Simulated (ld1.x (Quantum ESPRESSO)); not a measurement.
## molybdenum (Mo), TM: configuration errors across variants

Mo, norm-conserving Troullier–Martins (Kleinman–Bylander form), made with ld1.x (Quantum ESPRESSO) 7.5 (PBE, scalar-relativistic). Core [Ar] 3d10, reference 4s2 4p6 4d5 5s0.75 5p0.25. Waves: 4s (bound): rc 1.70 bohr; 4d (bound): rc 2.30 bohr; 4p (bound): rc 1.85 bohr. Local part: the p channel. Core correction: none.

Occupied shells without a wave of their own: 5p, 5s. They enter only through the test configuration that unscreens the potential.

All-electron excitation energies from the reference (eV): (1) 4s2 4p6 4d5 5s1 5p0 -0.765; (2) 4s2 4p6 4d5 5s0 5p0 6.125; (3) 4s2 4p6 4d4 5s0 5p0 21.586; (4) 4s2 4p6 4d4 5s1 5p1 2.974; (5) 4s2 4p6 4d4 5s2 5p0 -0.567; (6) 4s2 4p6 4d5.5 5s0.5 5p0 -0.485; (7) 4s2 4p6 4d5 5s0.5 5p0 1.961.

For the base: The 5p, 5s levels have no wave, so the channel is fitted at the deeper level alone: the likely source of the large errors.

The file “base” misses its own reference levels by 0.4 eV. The file “all radii scaled by about 0.95 (s 1.62, p 1.76, d 2.18 bohr)” misses its own reference levels by 0.3 eV. The file “all radii scaled by about 1.09 (s 1.86, p 2.02, d 2.52 bohr)” misses its own reference levels by 0.6 eV. The file “all radii scaled by about 1.16 (s 1.96, p 2.14, d 2.66 bohr)” misses its own reference levels by 0.8 eV. The file “all radii scaled by about 1.37 (s 2.34, p 2.54, d 3.16 bohr)” misses its own reference levels by 1.4 eV.

Errors AE − PS in meV (a dash: test not solved or not reliable):

```tsv
change	(1)	(2)	(3)	(4)	(5)	(6)	(7)	bound ghosts
base	+89	-427	-652	+209	+596	-103	-136	none
all radii scaled by about 0.76 (s 1.28, p 1.40, d 1.74 bohr)	+8.4	-53	-81	+35	+67	-13	-18	none
all radii scaled by about 0.89 (s 1.50, p 1.64, d 2.04 bohr)	+39	-198	-303	+104	+271	-48	-64	none
all radii scaled by about 0.95 (s 1.62, p 1.76, d 2.18 bohr)	+65	-321	-491	+162	+445	-77	-103	none
all radii scaled by about 1.09 (s 1.86, p 2.02, d 2.52 bohr)	+133	-628	-954	+297	+880	-151	-199	none
all radii scaled by about 1.16 (s 1.96, p 2.14, d 2.66 bohr)	+168	-773	-1172	+354	+1093	-185	-242	none
all radii scaled by about 1.37 (s 2.34, p 2.54, d 3.16 bohr)	+338	-1389	-2115	+514	+2009	-315	-408	none
```

Give the same row for: all radii scaled by about 1.27 (s 2.16, p 2.36, d 2.92 bohr).

+250, -1080, -1632, +450, +1553, -255, -328; bound ghosts: none.
